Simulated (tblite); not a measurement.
Record of a relaxation.

Compound: CH₉B₄N₃.
Atom-mapped SMILES: `[CH3:1][BH:2][N:3]1[BH:4][NH:5][BH:6][NH:7][BH:8]1` (hydrogens: H9, H10, H11 on C1; H12 on B2; H13 on B4; H14 on N5; H15 on B6; H16 on N7; H17 on B8)

Computed with GFN2-xTB (tblite), gas phase: L-BFGS steps from a force-field or distance-geometry start until the largest atomic force falls under 0.01 eV/Å. 9 of its 105 geometries are shown.

Step 0: E = -556.7975 eV, largest atomic force 2.185 eV/Å
```
atom  x, y, z in Å  |  force x, y, z in eV/Å
C1     -2.748   -0.093   -0.032   -0.251   0.334  -0.363
B2     -1.230    0.102    0.331    0.792  -0.172  -1.322
N3     -0.206    0.448   -0.746    1.429  -0.382   1.608
B4      0.768    1.507   -0.216   -0.469  -1.355   1.600
N5      1.925    1.086    0.715   -0.740  -1.318  -1.478
B6      2.557   -0.166    0.108   -0.678  -0.001   0.564
N7      1.689   -1.350   -0.287   -0.586   1.668   0.717
B8      0.556   -0.812   -1.149   -0.843  -0.164   1.533
H9     -3.046   -1.149    0.140    0.027   0.788  -0.079
H10    -3.379    0.572    0.614    0.401  -0.724  -0.588
H11    -2.926    0.169   -1.099   -0.150  -0.264   0.823
H12    -0.864   -0.227    1.422    0.020   0.430  -0.226
H13     0.398    2.623   -0.144    0.202  -0.128  -0.348
H14     1.510    0.808    1.620    0.279   0.547  -0.705
H15     3.730   -0.215   -0.024   -0.280   0.054  -0.142
H16     1.252   -1.714    0.608    0.564   0.352  -1.549
H17     0.008   -1.576   -1.871    0.285   0.333  -0.045
```

Step 13: E = -559.8053 eV, largest atomic force 1.624 eV/Å
```
atom  x, y, z in Å  |  force x, y, z in eV/Å
C1     -2.798   -0.175   -0.187   -1.541   0.343  -0.117
B2     -1.344    0.148    0.296   -0.034  -0.262   0.431
N3     -0.129    0.337   -0.420   -0.841   0.900  -0.504
B4      0.728    1.397    0.084    0.406  -1.244   0.902
N5      1.892    0.936    0.795   -0.447   0.295  -1.378
B6      2.558   -0.210    0.238   -1.295  -0.043   0.495
N7      1.639   -1.180   -0.276    0.252  -1.258  -0.995
B8      0.402   -0.877   -0.957    0.561   0.255   1.281
H9     -3.227   -1.182   -0.010    0.496   0.560   0.251
H10    -3.367    0.544    0.464    0.044  -0.787  -0.476
H11    -3.139    0.068   -1.206    0.676  -0.068   0.179
H12    -1.272    0.237    1.501    0.015   0.295  -0.442
H13     0.354    2.489   -0.077    0.177   0.285   0.354
H14     2.308    1.511    1.484    0.812   0.787   0.176
H15     3.710   -0.324    0.157    0.298  -0.197   0.438
H16     1.884   -2.170   -0.200    0.357   0.526  -0.674
H17    -0.207   -1.537   -1.695    0.063  -0.390   0.079
```

Step 26: E = -561.4333 eV, largest atomic force 0.441 eV/Å
```
atom  x, y, z in Å  |  force x, y, z in eV/Å
C1     -2.908   -0.150   -0.252   -0.070  -0.095  -0.063
B2     -1.543    0.285    0.427    0.048   0.083  -0.021
N3     -0.212    0.258   -0.108    0.129  -0.055   0.120
B4      0.709    1.300    0.288    0.063   0.056  -0.003
N5      2.065    0.981    0.518   -0.019  -0.007   0.040
B6      2.607   -0.306    0.271   -0.044   0.029  -0.082
N7      1.765   -1.150   -0.503    0.010  -0.044  -0.109
B8      0.373   -0.917   -0.704    0.052   0.052  -0.093
H9     -3.148   -1.188   -0.043    0.091  -0.167   0.150
H10    -3.721    0.428    0.174   -0.119   0.090   0.162
H11    -3.012   -0.049   -1.326    0.393   0.063  -0.191
H12    -1.596    0.682    1.546   -0.188   0.065  -0.185
H13     0.355    2.423    0.377   -0.064  -0.161   0.144
H14     2.663    1.696    0.899    0.051   0.053   0.053
H15     3.673   -0.621    0.682   -0.198   0.027  -0.258
H16     2.184   -1.966   -0.926   -0.142  -0.080   0.151
H17    -0.262   -1.694   -1.328    0.009   0.092   0.184
```

Step 39: E = -561.7274 eV, largest atomic force 0.296 eV/Å
```
atom  x, y, z in Å  |  force x, y, z in eV/Å
C1     -2.772   -0.245   -0.324   -0.099   0.147   0.105
B2     -1.576    0.421    0.475   -0.154   0.057  -0.246
N3     -0.221    0.291    0.051   -0.141  -0.166   0.171
B4      0.706    1.293    0.505    0.092  -0.134  -0.098
N5      2.080    0.985    0.492    0.042   0.015  -0.047
B6      2.577   -0.273    0.075    0.093  -0.071   0.029
N7      1.660   -1.152   -0.548   -0.042   0.026   0.197
B8      0.264   -0.906   -0.596    0.139   0.077   0.070
H9     -2.931   -1.297   -0.065    0.026   0.274  -0.108
H10    -3.685    0.303   -0.084   -0.078  -0.248  -0.125
H11    -2.615   -0.178   -1.405   -0.038  -0.159   0.245
H12    -1.805    1.119    1.406    0.019  -0.160  -0.201
H13     0.301    2.333    0.856    0.119   0.064   0.089
H14     2.733    1.668    0.835    0.096   0.110   0.095
H15     3.687   -0.599    0.268    0.095   0.075  -0.086
H16     2.020   -2.043   -0.852   -0.096  -0.030  -0.162
H17    -0.430   -1.710   -1.097   -0.074   0.124   0.075
```

Step 52: E = -561.8554 eV, largest atomic force 0.124 eV/Å
```
atom  x, y, z in Å  |  force x, y, z in eV/Å
C1     -2.742   -0.262   -0.390   -0.002  -0.019  -0.002
B2     -1.638    0.535    0.416    0.009   0.021  -0.041
N3     -0.243    0.290    0.221    0.052   0.014   0.004
B4      0.740    1.239    0.684   -0.085   0.031  -0.024
N5      2.113    0.952    0.510    0.039   0.045   0.058
B6      2.598   -0.270   -0.022    0.033   0.117  -0.024
N7      1.611   -1.167   -0.497    0.099  -0.041   0.057
B8      0.224   -0.907   -0.432   -0.008   0.016  -0.030
H9     -2.797   -1.290   -0.037   -0.008  -0.023  -0.034
H10    -3.738    0.158   -0.295   -0.055   0.076   0.045
H11    -2.502   -0.304   -1.450   -0.022  -0.058   0.003
H12    -1.962    1.354    1.193    0.039   0.053  -0.004
H13     0.411    2.261    1.165    0.018  -0.079  -0.002
H14     2.775    1.654    0.805    0.009  -0.086   0.023
H15     3.749   -0.511   -0.082   -0.088   0.012  -0.005
H16     1.911   -2.044   -0.894   -0.005   0.016  -0.040
H17    -0.517   -1.676   -0.906   -0.025  -0.094   0.017
```

Step 65: E = -561.8778 eV, largest atomic force 0.104 eV/Å
```
atom  x, y, z in Å  |  force x, y, z in eV/Å
C1     -2.762   -0.262   -0.394   -0.016   0.019  -0.013
B2     -1.631    0.567    0.345   -0.003   0.028   0.039
N3     -0.236    0.278    0.218   -0.035  -0.045  -0.069
B4      0.740    1.219    0.716   -0.012  -0.093   0.044
N5      2.117    0.942    0.553   -0.052  -0.019  -0.003
B6      2.604   -0.238   -0.063    0.011   0.004   0.018
N7      1.627   -1.158   -0.514    0.001   0.029  -0.021
B8      0.234   -0.936   -0.403    0.058  -0.053  -0.005
H9     -2.824   -1.276   -0.002    0.017   0.003  -0.003
H10    -3.750    0.181   -0.286    0.029   0.021   0.035
H11    -2.565   -0.355   -1.460    0.032  -0.027   0.016
H12    -1.936    1.468    1.036   -0.012   0.025  -0.023
H13     0.395    2.200    1.260    0.026   0.030  -0.015
H14     2.788    1.607    0.905   -0.031   0.028  -0.007
H15     3.753   -0.445   -0.187    0.004   0.003   0.006
H16     1.942   -2.017   -0.940   -0.025   0.004  -0.006
H17    -0.502   -1.763   -0.794    0.007   0.044   0.008
```

Step 78: E = -561.8817 eV, largest atomic force 0.021 eV/Å
```
atom  x, y, z in Å  |  force x, y, z in eV/Å
C1     -2.762   -0.261   -0.388    0.000  -0.005   0.007
B2     -1.629    0.578    0.332   -0.009  -0.008  -0.006
N3     -0.239    0.260    0.228   -0.009   0.013   0.000
B4      0.733    1.198    0.737    0.000   0.000   0.003
N5      2.110    0.931    0.568    0.000  -0.009  -0.002
B6      2.605   -0.234   -0.067    0.008  -0.001  -0.008
N7      1.631   -1.155   -0.526    0.007   0.004   0.009
B8      0.238   -0.952   -0.394   -0.005   0.020  -0.006
H9     -2.823   -1.269    0.018    0.000   0.000   0.005
H10    -3.745    0.190   -0.281   -0.004  -0.001   0.000
H11    -2.564   -0.373   -1.452    0.003  -0.006   0.004
H12    -1.929    1.517    0.973    0.005   0.006  -0.003
H13     0.395    2.183    1.277   -0.003  -0.008  -0.003
H14     2.771    1.609    0.917    0.001  -0.006   0.002
H15     3.755   -0.426   -0.203    0.001  -0.006   0.003
H16     1.944   -2.005   -0.968    0.010  -0.001   0.001
H17    -0.496   -1.779   -0.780   -0.005   0.008  -0.005
```

Step 91: E = -561.8830 eV, largest atomic force 0.031 eV/Å
```
atom  x, y, z in Å  |  force x, y, z in eV/Å
C1     -2.772   -0.272   -0.367   -0.007   0.008  -0.008
B2     -1.629    0.583    0.319    0.008   0.010   0.026
N3     -0.240    0.267    0.208    0.017   0.014  -0.021
B4      0.733    1.198    0.728    0.004   0.000   0.004
N5      2.111    0.925    0.578    0.010  -0.001   0.011
B6      2.612   -0.241   -0.051   -0.022   0.006  -0.011
N7      1.637   -1.151   -0.530   -0.019  -0.014  -0.003
B8      0.242   -0.937   -0.425    0.002  -0.004  -0.003
H9     -2.837   -1.269    0.064    0.024   0.001   0.007
H10    -3.753    0.185   -0.264    0.017   0.001  -0.007
H11    -2.580   -0.410   -1.429   -0.015  -0.011   0.007
H12    -1.918    1.537    0.945   -0.012  -0.021  -0.020
H13     0.394    2.186    1.262   -0.005   0.004   0.010
H14     2.769    1.597    0.943    0.005   0.003  -0.004
H15     3.763   -0.440   -0.172   -0.018  -0.003   0.014
H16     1.955   -2.000   -0.973   -0.014   0.001  -0.009
H17    -0.494   -1.748   -0.845    0.025   0.007   0.006
```

Step 104: E = -561.8850 eV, largest atomic force 0.010 eV/Å
```
atom  x, y, z in Å  |  force x, y, z in eV/Å
C1     -2.773   -0.293   -0.338    0.000   0.000   0.003
B2     -1.626    0.605    0.282    0.000  -0.003   0.001
N3     -0.236    0.291    0.174   -0.001  -0.002   0.003
B4      0.736    1.203    0.727   -0.002   0.001   0.001
N5      2.114    0.915    0.600   -0.008   0.002   0.001
B6      2.610   -0.251   -0.032   -0.004   0.003  -0.003
N7      1.636   -1.140   -0.549   -0.001   0.001  -0.001
B8      0.243   -0.908   -0.471    0.001   0.003  -0.002
H9     -2.822   -1.259    0.161    0.010  -0.001   0.000
H10    -3.754    0.167   -0.245   -0.006  -0.002  -0.005
H11    -2.605   -0.503   -1.392   -0.001   0.002   0.001
H12    -1.919    1.582    0.866    0.002   0.004   0.003
H13     0.396    2.181    1.279    0.004   0.004  -0.008
H14     2.773    1.574    0.984    0.000  -0.005   0.007
H15     3.760   -0.467   -0.123    0.001  -0.004   0.000
H16     1.950   -1.985   -1.001    0.003  -0.003  -0.004
H17    -0.490   -1.699   -0.929    0.001  -0.001   0.004
```

**Question.** Summarise the path.

**Answer.** The energy falls by 5.0875 eV from step 0 to step 104; nine tenths of that is first reached at step 25. It falls at every step. The largest force goes from 2.185 to 0.010 eV/Å. Among the bonds B4–N5 changes most, from 1.543 to 1.413 Å; the atoms move by 1.051 Å rms after alignment.

What follows is the cost of the whole relaxation. Time: 1.0 s of wall time. Hardware: an Arm Neoverse N1 with one thread, on a shared host.
